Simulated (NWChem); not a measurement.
Everything below was run with NWChem. System: H3FHf, charge 0, spin multiplicity 1, at a geometry optimised with B3LYP/def2-SVP with def2 effective core potentials on Hf. The structure started from a generated list of species. Level: CCSD(T)/def2-SVPD with def2 effective core potentials on Hf, 1 core orbitals frozen.

Part of the output:

```
             Northwest Computational Chemistry Package (NWChem) 7.3.0
             --------------------------------------------------------

                                NWChem Input Module
                                -------------------

 Scaling coordinates for geometry "geometry" by  1.889725989
 (inverse scale =  0.529177249)

 Turning off AUTOSYM since
 SYMMETRY directive was detected!

                             Geometry "geometry" -> ""
                             -------------------------

 Output coordinates in angstroms (scale by  1.889725989 to convert to a.u.)

  No.       Tag          Charge          X              Y              Z
 ---- ---------------- ---------- -------------- -------------- --------------
    1 Hf                  72.0000     0.17767300    -0.03527200     0.00000000
    2 F                    9.0000    -1.68183500     0.33389000     0.00000000
    3 H                    1.0000     0.95139700     0.70145000     1.51263600
    4 H                    1.0000     0.95139700     0.70145000    -1.51263600
    5 H                    1.0000     0.44125600    -1.86831300     0.00000000

 Effective nuclear repulsion energy (a.u.)     247.7949243844

            Nuclear Dipole moment (a.u.)
            ----------------------------
        X                 Y               Z
 ---------------- ---------------- ----------------
    -0.0000170075     0.0000245664     0.0000000000

      Symmetry information
      --------------------

 Group name             Cs
 Group number              2
 Group order               2
 No. of unique centers     4

      Symmetry unique atoms

     1    2    3    5


 Summary of "ao basis" -> "" (spherical)
 ------------------------------------------------------------------------------
       Tag                 Description            Shells   Functions and Types
 ---------------- ------------------------------  ------  ---------------------
 *                         def2-svpd                  on all atoms

 Summary of "ao basis" -> "ao basis" (spherical)
 ------------------------------------------------------------------------------
       Tag                 Description            Shells   Functions and Types
 ---------------- ------------------------------  ------  ---------------------
 Hf                        def2-svpd                13       35   6s4p2d1f
 F                         def2-svpd                 9       23   4s3p2d
 H                         def2-svpd                 4        8   2s2p

                                 NWChem SCF Module
                                 -----------------

  ao basis        = "ao basis"
  functions       =    82
  atoms           =     5
  closed shells   =    12
  open shells     =     0
  charge          =   0.00
  wavefunction    = RHF
  use symmetry    = T
  symmetry adapt  = T

 Summary of "ao basis" -> "ao basis" (spherical)
 ------------------------------------------------------------------------------
       Tag                 Description            Shells   Functions and Types
 ---------------- ------------------------------  ------  ---------------------
 Hf                        def2-svpd                13       35   6s4p2d1f
 F                         def2-svpd                 9       23   4s3p2d
 H                         def2-svpd                 4        8   2s2p

      Symmetry analysis of basis
      --------------------------

        a'         54
        a"         28

 Forming initial guess at       0.0s

      Superposition of Atomic Density Guess
      -------------------------------------

 Sum of atomic energies:        -152.73332076

      Non-variational initial energy
      ------------------------------

 Total energy =    -147.748507
 1-e energy   =    -309.411101
 2-e energy   =     116.033782
 HOMO         =      -0.311294
 LUMO         =       0.014527

      Symmetry analysis of molecular orbitals - initial
      -------------------------------------------------

  Numbering of irreducible representations:

     1 a'          2 a"

  Orbital symmetries:

     1 a'          2 a'          3 a'          4 a"          5 a'
     6 a'          7 a'          8 a"          9 a'         10 a'
[...]
              MO Center=  1.9D-01, -7.1D-01, -1.0D-09, r^2= 7.0D+00
   Bfn.  Coefficient  Atom+Function         Bfn.  Coefficient  Atom+Function
  ----- ------------  ---------------      ----- ------------  ---------------
    15      0.862169  1 Hf pz                20     -0.490726  1 Hf d -1
    25     -0.311869  1 Hf d -1              18     -0.203103  1 Hf pz

 Vector   15  Occ=0.000000D+00  E= 4.329674D-02  Symmetry=a'
              MO Center=  1.2D+00, -2.3D-01, -2.4D-12, r^2= 8.0D+00
   Bfn.  Coefficient  Atom+Function         Bfn.  Coefficient  Atom+Function
  ----- ------------  ---------------      ----- ------------  ---------------
    13      0.999940  1 Hf px                23      0.255304  1 Hf d  2
    46     -0.245331  2 F  px                28      0.207221  1 Hf d  2
    16     -0.203445  1 Hf px                14     -0.198519  1 Hf py
     7     -0.162772  1 Hf px                21     -0.159486  1 Hf d  0

 center of mass
 --------------
 x =   0.02228637 y =  -0.00442342 z =   0.00000000

 moments of inertia (a.u.)
 ------------------
          40.932870799808          40.268526635069           0.000000000000
          40.268526635069         235.773635065486           0.000000000000
           0.000000000000           0.000000000000         243.767411496788

  Mulliken analysis of the total density
  --------------------------------------

    Atom       Charge   Shell Charges
 -----------   ------   -------------------------------------------------------
    1 Hf  12    10.53   0.03 -0.30  1.78  0.50  0.63  0.08  5.59  0.45  0.04  0.30  1.24  0.09  0.08
    2 F    9     9.64   1.99  1.12  0.84  0.00  3.32  2.21  0.15  0.00  0.01
    3 H    1     1.28   0.73  0.55  0.01 -0.01
    4 H    1     1.28   0.73  0.55  0.01 -0.01
    5 H    1     1.28   0.73  0.55  0.01 -0.01

       Multipole analysis of the density wrt the origin
       ------------------------------------------------

     L   x y z        total         open         nuclear
     -   - - -        -----         ----         -------
     0   0 0 0     -0.000000      0.000000     24.000000

     1   1 0 0      0.300008      0.000000    -20.145214
     1   0 1 0     -0.059515      0.000000      3.999289
     1   0 0 1     -0.000000      0.000000      0.000000

     2   2 0 0    -26.769942      0.000000     99.421832
     2   1 1 0      0.202621      0.000000    -16.494114
     2   1 0 1      0.000000      0.000000      0.000000
     2   0 2 0    -25.790162      0.000000     19.615606
     2   0 1 1      0.000000      0.000000      0.000000
     2   0 0 2    -25.750190      0.000000     16.341674

                   NWChem Extensible Many-Electron Theory Module
                   ---------------------------------------------


            General Information
            -------------------
      Number of processors :     1
         Wavefunction type : Restricted Hartree-Fock
          No. of electrons :    24
           Alpha electrons :    12
            Beta electrons :    12
           No. of orbitals :   164
            Alpha orbitals :    82
             Beta orbitals :    82
        Alpha frozen cores :     1
         Beta frozen cores :     1
     Alpha frozen virtuals :     0
      Beta frozen virtuals :     0
         Spin multiplicity : singlet
    Number of AO functions :    82
       Number of AO shells :    34
        Use of symmetry is : on
      Symmetry adaption is : on
         Schwarz screening : 0.10D-09

          Correlation Information
          -----------------------
          Calculation type : Coupled-cluster singles & doubles w/ perturbation
   Perturbative correction : (T)
            Max iterations :      100
        Residual threshold : 0.10D-05
     T(0) DIIS level shift : 0.00D+00
     L(0) DIIS level shift : 0.00D+00
     T(1) DIIS level shift : 0.00D+00
     L(1) DIIS level shift : 0.00D+00
     T(R) DIIS level shift : 0.00D+00
     T(I) DIIS level shift : 0.00D+00
   CC-T/L Amplitude update :  5-th order DIIS
                I/O scheme : Global Array Library
        L-threshold :  0.10D-05
        EOM-threshold :  0.10D-05
 no EOMCCSD initial starts read in
 TCE RESTART OPTIONS
 SLICE:      F
 D4D5:       F
 quantumc:   F
 qrotation:  F
 pwtce:      F
 qducc:      F
 nacto:                         0
 nrotv:                         0
 nrot:                          0

            Memory Information
            ------------------
          Available GA space size is     249030076 doubles
          Available MA space size is     104839780 doubles

 Maximum block size supplied by input
 Maximum block size        24 doubles

 tile_dim =     23

 -------------------------------------------------
   1    alpha     a'     8 doubles       0       1
   2    alpha     a"     3 doubles       8       2
   3    beta      a'     8 doubles      11       1
   4    beta      a"     3 doubles      19       2
   5    alpha     a'    22 doubles      22       5
   6    alpha     a'    23 doubles      44       6
   7    alpha     a"    12 doubles      67       7
   8    alpha     a"    13 doubles      79       8
   9    beta      a'    22 doubles      92       5
  10    beta      a'    23 doubles     114       6
  11    beta      a"    12 doubles     137       7
  12    beta      a"    13 doubles     149       8

 Global array virtual files algorithm will be used

 Parallel file system coherency ......... OK

 4-electron integrals stored in orbital form

 v2    file size   =          4847329
 4-index algorithm nr.  13 is used
 imaxsize =       30
 imaxsize ichop =        0


CCSD iterations
 ---------------------------------------------------------
 Iter          Residuum       Correlation     Cpu    Wall
 ---------------------------------------------------------
    1   0.1538980660194  -0.4359926848694     0.4     0.4
    2   0.0415327186071  -0.4475624457083     0.4     0.4
    3   0.0142058848367  -0.4559568735697     0.4     0.4
    4   0.0067023603394  -0.4569916191719     0.4     0.4
    5   0.0028085670849  -0.4580744147344     0.4     0.4
    6   0.0011101777645  -0.4582887502291     0.4     0.4
    7   0.0005773061150  -0.4583446476592     0.4     0.4
    8   0.0003182653814  -0.4583553046649     0.4     0.4
    9   0.0002034121276  -0.4583595289700     0.4     0.4
   10   0.0001193421573  -0.4583686645326     0.4     0.4
   11   0.0000344806412  -0.4583747104639     0.4     0.4
   12   0.0000186431573  -0.4583749476710     0.4     0.4
   13   0.0000122327172  -0.4583753185280     0.4     0.4
   14   0.0000079604197  -0.4583750376315     0.4     0.4
   15   0.0000053833133  -0.4583750886609     0.4     0.4
   16   0.0000011816457  -0.4583749020328     0.4     0.4
   17   0.0000007163082  -0.4583749651469     0.4     0.4
 -----------------------------------------------------------------
 Iterations converged
 CCSD correlation energy / hartree =        -0.458374965146860
 CCSD total energy / hartree       =      -149.070010980194212

 Singles contributions

 Doubles contributions
 CCSD(T)
 Using plain CCSD(T) code
             total no. of tasks          160
 total no. of tasks / no. procs          160
                         wl_min        46656           6.0
                         wl_max      6229504          13.6
        thresh for no. of tasks          160

 CCSD[T]  correction energy / hartree =        -0.013883787781476
 CCSD[T] correlation energy / hartree =        -0.472258752928336
 CCSD[T] total energy / hartree       =      -149.083894767975693
 CCSD(T)  correction energy / hartree =        -0.011849793368372
 CCSD(T) correlation energy / hartree =        -0.470224758515232
 CCSD(T) total energy / hartree       =      -149.081860773562596

 Task  times  cpu:       27.2s     wall:       27.2s

 Total times  cpu:       27.2s     wall:       27.2s
```

### Question
Write an NWChem input that would produce this output.

### Answer
Several could match; the one computed here: 
```
start mol
memory heap 100 mb stack 700 mb global 1900 mb
geometry units angstroms nocenter noautoz
  Hf     0.177673    -0.035272     0.000000
  F     -1.681835     0.333890     0.000000
  H      0.951397     0.701450     1.512636
  H      0.951397     0.701450    -1.512636
  H      0.441256    -1.868313     0.000000
  symmetry group Cs
end
basis spherical
  * library def2-svpd
end
ecp
  Hf library def2-ecp
end
scf
  rhf
  nopen 0
  maxiter 100
  thresh 1e-7
  semidirect memsize 60000000 filesize 0
end
tce
  freeze core 1
  ccsd(t)
  2eorb
  2emet 13
  thresh 1e-6
  maxiter 100
  tilesize 24
end
task tce energy
```
